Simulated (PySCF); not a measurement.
C2H8FGaO.
Atom-mapped SMILES: `[CH3:1][O+:2]([CH3:3])[GaH2-:4][F:5]` (hydrogens: H6, H7, H8 on C1; H9, H10, H11 on C3; H12, H13 on Ga4)

Computed by this run: PBE0-D3(BJ)/def2-SVP geometry optimisation, gas phase (PySCF 2.14.0); density fitting, grid level 1; the optimiser is geomeTRIC in internal coordinates, started from a GFN2-xTB structure with every atom displaced at random (about 0.01 Å).

At the end of the run (lengths in Å): Ga4–F5 1.789, O2–Ga4 2.112, Ga4–H12 1.569, C1–H8 1.097, Ga4–H13 1.568, C3–H11 1.102, C3–H10 1.097, C1–O2–Ga4 113.2°, O2–Ga4–F5 89.8°, C1–O2–C3 113.3°, C1–O2–Ga4–F5 67°, H12–Ga4–O2–C1 -46°, H9–C3–O2–C1 58°.

**Question.** These geometries were met on the way; a selection of coordinates is given. Order them by energy above the end point, lowest first.
A. Ga4–F5 1.799, O2–Ga4 2.089, Ga4–H12 1.570, C1–H8 1.098, Ga4–H13 1.569, C3–H11 1.103, C3–H10 1.097, C1–O2–Ga4 122.0°, O2–Ga4–F5 94.5°, C1–O2–C3 115.9°, C1–O2–Ga4–F5 100°, H12–Ga4–O2–C1 -14°, H9–C3–O2–C1 63°
B. Ga4–F5 1.837, O2–Ga4 2.077, Ga4–H12 1.585, C1–H8 1.109, Ga4–H13 1.577, C3–H11 1.110, C3–H10 1.093, C1–O2–Ga4 122.5°, O2–Ga4–F5 94.5°, C1–O2–C3 114.0°, C1–O2–Ga4–F5 100°, H12–Ga4–O2–C1 -15°, H9–C3–O2–C1 64°
C. Ga4–F5 1.791, O2–Ga4 2.098, Ga4–H12 1.568, C1–H8 1.097, Ga4–H13 1.569, C3–H11 1.101, C3–H10 1.097, C1–O2–Ga4 113.1°, O2–Ga4–F5 89.7°, C1–O2–C3 112.2°, C1–O2–Ga4–F5 68°, H12–Ga4–O2–C1 -45°, H9–C3–O2–C1 55°
D. Ga4–F5 1.785, O2–Ga4 2.111, Ga4–H12 1.571, C1–H8 1.098, Ga4–H13 1.569, C3–H11 1.102, C3–H10 1.097, C1–O2–Ga4 119.4°, O2–Ga4–F5 92.6°, C1–O2–C3 111.4°, C1–O2–Ga4–F5 71°, H12–Ga4–O2–C1 -43°, H9–C3–O2–C1 53°
E. Ga4–F5 1.735, O2–Ga4 2.163, Ga4–H12 1.529, C1–H8 1.063, Ga4–H13 1.542, C3–H11 1.076, C3–H10 1.111, C1–O2–Ga4 126.8°, O2–Ga4–F5 94.7°, C1–O2–C3 114.6°, C1–O2–Ga4–F5 109°, H12–Ga4–O2–C1 -8°, H9–C3–O2–C1 64°

**Answer.** C (0.003 eV), D (0.022 eV), A (0.051 eV), B (0.093 eV), E (0.172 eV).

```tsv
step	E above end (eV)	rms distance from the end, all atoms (Å)	largest force (eV/Å)	rms shift of all bonds from the end (Å)
11	0.003	0.030	0.197	0.004
8	0.022	0.114	0.373	0.003
2	0.051	0.387	0.477	0.008
1	0.093	0.399	1.176	0.019
0	0.172	0.468	1.772	0.029
```

Rows stand in the order of the answer.
